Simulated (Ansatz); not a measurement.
Reaction (ligand exchange at a B–C bond): `[SiH3]B[CH2][SnH3]` + `[SiH3]S` → `[SiH3]BS[SiH3]` + `[CH3][SnH3]`

Computed with Ansatz on PBE0-D4/def2-TZVP structures; ΔE is electronic, products minus reactants. CCSD(T)/CBS is the MP2 limit (def2-TZVPP, def2-QZVPP) plus CCSD(T) − MP2 in def2-TZVPP, frozen cores. DFT in def2-TZVPP. HSE06 is defined as in plane-wave codes. Elements past krypton have def2 core potentials. For Sn outer-core shells are correlated without core-valence functions, which leaves a few kJ/mol of doubt a bond. One conformer a species, not always the lowest.

Q: Is it downhill or uphill in electronic energy at CCSD(T)/CBS, and by how much? (An estimate is asked.)

A: Ansatz gave: Downhill: ΔE = -56.1 kJ/mol.

Q: What do these levels give: HSE06-D4, ωB97M-V, BHLYP, HF/def2-TZVPP, HF/def2-QZVPP, MP2/CBS(def2)? (An estimate is asked.)

A: Computed: HSE06-D4 -59.2, ωB97M-V -56.8, BHLYP -64.3, HF/def2-TZVPP -68.0, HF/def2-QZVPP -67.1, MP2/CBS(def2) -55.8 kJ/mol.

Largest T1 diagnostic among the species: 0.015.

The D4 term adds +3.7 kJ/mol with B3LYP and +2.1 kJ/mol with PBE0; it sums over pairs of atoms, weighted by their polarisabilities, and B3LYP, whose exchange is more repulsive, gets the larger term. Leaving LDA and LC-ωPBE aside and taking each functional with its dispersion term where it has one, the values, not all of them listed here, spread over 6.9 kJ/mol, from B2PLYP to ωB97M-V. LDA lies +6.8 kJ/mol from PBE without D4.

B3LYP here is the variant with VWN-RPA as its local correlation; programs differ in this.
